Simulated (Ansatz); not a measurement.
C$_{4}$H$_{11}$O$_{4}$Si, doublet, at a GFN2-xTB geometry; CCSD(T)/STO-3G (Ansatz, a program for electronic structure).

Input for Ansatz:
Ansatz 0.2 input:
```yaml
crystal:
  periodic: [false, false, false]
  atoms:
    - {symbol: C, position_ang: [0.35972231, -2.09494642, -1.74438884]}
    - {symbol: O, position_ang: [0.72116892, -0.95011780, -1.13594221]}
    - {symbol: Si, position_ang: [-0.00762696, -0.02170178, -0.00629818]}
    - {symbol: O, position_ang: [1.09045178, 1.10481060, 0.39393870]}
    - {symbol: C, position_ang: [2.44442596, 0.92202627, 0.72542551]}
    - {symbol: O, position_ang: [-0.48414978, -1.04425416, 1.15708566]}
    - {symbol: C, position_ang: [-1.34377516, -0.79046899, 2.24073632]}
    - {symbol: O, position_ang: [-1.33268157, 0.78643605, -0.47504907]}
    - {symbol: C, position_ang: [-1.42507681, 1.86702797, -1.36971891]}
    - {symbol: H, position_ang: [1.11618260, -2.54561285, -2.35724859]}
    - {symbol: H, position_ang: [-0.49719581, -2.63608161, -1.39548400]}
    - {symbol: H, position_ang: [2.53967404, 0.36283877, 1.65837375]}
    - {symbol: H, position_ang: [2.88716819, 1.91130297, 0.84421301]}
    - {symbol: H, position_ang: [2.96187272, 0.37821496, -0.06590032]}
    - {symbol: H, position_ang: [-1.55911122, -1.74773294, 2.71606815]}
    - {symbol: H, position_ang: [-2.26971706, -0.33135269, 1.89402677]}
    - {symbol: H, position_ang: [-0.86509745, -0.12285091, 2.96012744]}
    - {symbol: H, position_ang: [-2.44792302, 2.24169166, -1.32249569]}
    - {symbol: H, position_ang: [-1.20136713, 1.53976829, -2.38715119]}
    - {symbol: H, position_ang: [-0.72780088, 2.65680884, -1.08894369]}
basis:
  gaussian:
    orbitals: STO-3G
magnetization: {spin_polarized: true, initial_magnetization: 1}
correlation: {method: ccsd_t}
```

The log (banner, timings and long lists left out):

```
Functional definition: HF
833 factors; integrals over basis functions are off by at most 3.5e-5 eV
mean field evaluation 1: about -20051.5040 eV, gradient 2.5e1 eV
mean field evaluation 2: about -20051.9354 eV, gradient 2.5e1 eV
mean field evaluation 4: about -20056.0498 eV, gradient 1.6e0 eV
mean field evaluation 8: about -20056.0915 eV, gradient 1.6e-3 eV
mean field -20056.09150380 eV, -737.0477682577 hartree, gradient 1.1e-6 eV, S^2 0.760071; 0 other end points of the search recorded, 0 dependent functions left out
13 core orbitals not correlated
reference -20056.09150380 eV, -737.0477682577 hartree; 28, 27 occupied and 19, 20 virtual orbitals, 833 factors
second order -9.62560994 eV of doubles, -0.00000000 eV of singles
cycle   1  -11.30469872 eV  change    -1.7e0 eV  update   1.2e-1
cycle   2  -12.13795412 eV  change   -8.3e-1 eV  update   4.2e-2
cycle   3  -12.31204510 eV  change   -1.7e-1 eV  update   1.7e-2
cycle   4  -12.32239712 eV  change   -1.0e-2 eV  update   6.1e-3
cycle   5  -12.32028960 eV  change    2.1e-3 eV  update   2.0e-3
cycle   6  -12.31974059 eV  change    5.5e-4 eV  update   8.0e-4
cycle   7  -12.31947863 eV  change    2.6e-4 eV  update   2.6e-4
cycle   8  -12.31940845 eV  change    7.0e-5 eV  update   1.0e-4
cycle   9  -12.31944982 eV  change   -4.1e-5 eV  update   3.5e-5
perturbative correction -0.25848430 eV, -0.0094991229 hartree
Total energy: -20068.66943793 eV, -737.5099988111 hartree
```
